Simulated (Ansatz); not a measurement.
Geometry optimisation of the cluster Be₄S₄⁺.

```yaml
crystal:
  periodic: [false, false, false]
  atoms:
    - {symbol: Be, position_ang: [-0.345040, 0.672030, -2.279800]}
    - {symbol: Be, position_ang: [0.385900, 0.961390, 0.751690]}
    - {symbol: Be, position_ang: [-0.632160, -1.852870, -0.883790]}
    - {symbol: Be, position_ang: [0.425870, -0.621740, 2.533110]}
    - {symbol: S, position_ang: [0.233680, 1.907820, -0.949230]}
    - {symbol: S, position_ang: [-0.105190, -1.184280, 0.801230]}
    - {symbol: S, position_ang: [-0.852680, -1.143540, -2.642270]}
    - {symbol: S, position_ang: [0.889620, 1.261180, 2.669070]}
basis:
  gaussian: {orbitals: def2-SVP}
total_charge: 1
magnetization: {spin_polarized: true, initial_magnetization: 1}
hamiltonian: {xc: pbe, dispersion: d4}
scf: {lower_state_search: "off"}
output: {orbitals: {seedname: orbitals}}
relax: {f_tol: 0.02, max_steps: 100}
```

```sh
$ ansatz run in.yaml --threads 4 --pin off --events-out ev --progress --plain --max-ram 4787MiB
```

Output, abridged:

```
Functional definition: PBE
mean field -44909.38581109 eV, -1650.3894878825 hartree, gradient 3.2e-6 eV, S^2 0.754718; 0 other end points of the search recorded, 0 dependent functions left out
relax step   1: F+E_penalty+E_count = -44909.76033015 eV  Δ(F+E_penalty+E_count) = +0.000e0 eV  max|allowed force component| = 1.170e0 eV/Å  Δτ_max = 0.0000 Å  (24 SCF iters, accepted)
mean field -44909.73026176 eV, -1650.4021462113 hartree, gradient 3.1e-6 eV, S^2 0.754844; 0 other end points of the search recorded, 0 dependent functions left out
relax step   2: F+E_penalty+E_count = -44910.09844758 eV  Δ(F+E_penalty+E_count) = -3.381e-1 eV  max|allowed force component| = 4.127e-1 eV/Å  Δτ_max = 0.1800 Å  (23 SCF iters, accepted)
mean field -44909.87217454 eV, -1650.4073614096 hartree, gradient 1.4e-6 eV, S^2 0.754867; 0 other end points of the search recorded, 0 dependent functions left out
relax step   3: F+E_penalty+E_count = -44910.23974075 eV  Δ(F+E_penalty+E_count) = -1.413e-1 eV  max|allowed force component| = 4.337e-1 eV/Å  Δτ_max = 0.2000 Å  (29 SCF iters, accepted)
mean field -44909.93080812 eV, -1650.4095161540 hartree, gradient 2.1e-6 eV, S^2 0.754906; 0 other end points of the search recorded, 0 dependent functions left out
relax step   4: F+E_penalty+E_count = -44910.29704684 eV  Δ(F+E_penalty+E_count) = -5.731e-2 eV  max|allowed force component| = 2.066e-1 eV/Å  Δτ_max = 0.2000 Å  (28 SCF iters, accepted)
mean field -44909.98515580 eV, -1650.4115133944 hartree, gradient 2.0e-6 eV, S^2 0.754725; 0 other end points of the search recorded, 0 dependent functions left out
relax step   5: F+E_penalty+E_count = -44910.35087314 eV  Δ(F+E_penalty+E_count) = -5.383e-2 eV  max|allowed force component| = 4.529e-1 eV/Å  Δτ_max = 0.1952 Å  (27 SCF iters, accepted)
mean field -44910.06312870 eV, -1650.4143788454 hartree, gradient 2.6e-6 eV, S^2 0.754485; 0 other end points of the search recorded, 0 dependent functions left out
relax step   6: F+E_penalty+E_count = -44910.43044722 eV  Δ(F+E_penalty+E_count) = -7.957e-2 eV  max|allowed force component| = 4.893e-1 eV/Å  Δτ_max = 0.1949 Å  (28 SCF iters, accepted)
mean field -44910.14191120 eV, -1650.4172740491 hartree, gradient 7.8e-7 eV, S^2 0.754264; 0 other end points of the search recorded, 0 dependent functions left out
relax step   7: F+E_penalty+E_count = -44910.51483890 eV  Δ(F+E_penalty+E_count) = -8.439e-2 eV  max|allowed force component| = 3.639e-1 eV/Å  Δτ_max = 0.1950 Å  (29 SCF iters, accepted)
mean field -44910.14379197 eV, -1650.4173431659 hartree, gradient 2.0e-6 eV, S^2 0.753804; 0 other end points of the search recorded, 0 dependent functions left out
relax step   8: F+E_penalty+E_count = -44910.52684421 eV  Δ(F+E_penalty+E_count) = -1.201e-2 eV  max|allowed force component| = 7.129e-1 eV/Å  Δτ_max = 0.2000 Å  (28 SCF iters, accepted)
mean field -44910.19063718 eV, -1650.4190646958 hartree, gradient 1.6e-6 eV, S^2 0.753656; 0 other end points of the search recorded, 0 dependent functions left out
relax step   9: F+E_penalty+E_count = -44910.57723369 eV  Δ(F+E_penalty+E_count) = -5.039e-2 eV  max|allowed force component| = 2.760e-1 eV/Å  Δτ_max = 0.1868 Å  (28 SCF iters, accepted)
mean field -44910.19479401 eV, -1650.4192174566 hartree, gradient 3.0e-6 eV, S^2 0.753555; 0 other end points of the search recorded, 0 dependent functions left out
relax step  10: F+E_penalty+E_count = -44910.58149525 eV  Δ(F+E_penalty+E_count) = -4.262e-3 eV  max|allowed force component| = 1.235e-1 eV/Å  Δτ_max = 0.0966 Å  (22 SCF iters, accepted)
mean field -44910.20127398 eV, -1650.4194555911 hartree, gradient 2.3e-6 eV, S^2 0.753579; 0 other end points of the search recorded, 0 dependent functions left out
relax step  11: F+E_penalty+E_count = -44910.58833279 eV  Δ(F+E_penalty+E_count) = -6.838e-3 eV  max|allowed force component| = 3.308e-2 eV/Å  Δτ_max = 0.0552 Å  (22 SCF iters, accepted)
mean field -44910.20098950 eV, -1650.4194451367 hartree, gradient 2.1e-6 eV, S^2 0.753548; 0 other end points of the search recorded, 0 dependent functions left out
relax step  12: F+E_penalty+E_count = -44910.58863765 eV  Δ(F+E_penalty+E_count) = -3.049e-4 eV  max|allowed force component| = 2.089e-2 eV/Å  Δτ_max = 0.0207 Å  (23 SCF iters, accepted)
mean field -44910.20069727 eV, -1650.4194343971 hartree, gradient 2.3e-6 eV, S^2 0.753529; 0 other end points of the search recorded, 0 dependent functions left out
relax step  13: F+E_penalty+E_count = -44910.58875137 eV  Δ(F+E_penalty+E_count) = -1.137e-4 eV  max|allowed force component| = 1.300e-2 eV/Å  Δτ_max = 0.0087 Å  (23 SCF iters, accepted)
Total energy: -44910.58880808 eV, -1650.4336972065 hartree
Atom 0 at    -0.087213     0.575401    -1.920621 Å, force     0.000051     0.003333     0.002092 eV/Å
Atom 1 at    -0.247641     0.882345     0.839104 Å, force    -0.005798     0.012998    -0.012855 eV/Å
Atom 2 at    -0.552051    -1.515178    -0.713499 Å, force    -0.001810     0.000615     0.006601 eV/Å
Atom 3 at     0.744034    -0.721221     1.966482 Å, force    -0.001630    -0.007444     0.002585 eV/Å
Atom 4 at    -0.221999     2.118103    -0.740394 Å, force     0.001712    -0.001061     0.003538 eV/Å
Atom 5 at    -1.023990    -1.151530     1.159276 Å, force     0.007964    -0.004135     0.001019 eV/Å
Atom 6 at    -0.076867    -1.235466    -2.533367 Å, force     0.000154    -0.002369    -0.002830 eV/Å
Atom 7 at     1.465727     1.047537     1.943028 Å, force    -0.000642    -0.001937    -0.000150 eV/Å
Dipole moment:    -0.062551    -0.555316     0.228439 e Å
Checks for a lower state left out: stability, starts, cluster_reference, orbital_swaps, neighbouring_geometries, increment
```

Run time 16 s (4 threads of Intel Xeon Platinum 8488C on a shared host).

Another isomer (doublet) lies 0.90 eV lower at PBE0-D4/def2-TZVP; other spin states weren't run for this one.
